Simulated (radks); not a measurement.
Results of a calculation; reference values are marked as such.
Charge is removed step by step from the 4p down level of Os, starting from [Ar] 3d10 4s2 4p(up 3, down 3) 4d10 4f14 5s2 5p6 5d6 6s2. Level of theory: scalar-relativistic Kohn-Sham, BLYP, spin-polarised, spherical densities, point nucleus; open shells are filled with parallel spins first (spin-orbit coupling, left out, can overturn this in heavy ions) (a radial shooting solver on a logarithmic mesh with Libxc functionals).

removed (e)  E - E(0) (eV)  eigenvalue (eV)  E minus straight line (eV)
0                    0.000          -470.95                       0.000
0.25                118.26          -476.59                      -2.199
0.5                 237.96          -482.42                      -2.964
0.75                359.14          -488.45                      -2.245
1                   481.85          -494.64                       0.000

Removing the whole electron costs 481.85 eV by Delta-SCF, against 470.95 eV from minus the eigenvalue at the starting occupation. Slater's transition state (half an electron removed) gives 482.42 eV. Integrating minus the eigenvalue over the occupation (Janak's theorem) gives 482.55 eV. In this scalar-relativistic scheme the density is built from large components alone, so the theorem holds only approximately. The mean slope of the eigenvalue, de/dn, is 23.7 eV per electron.
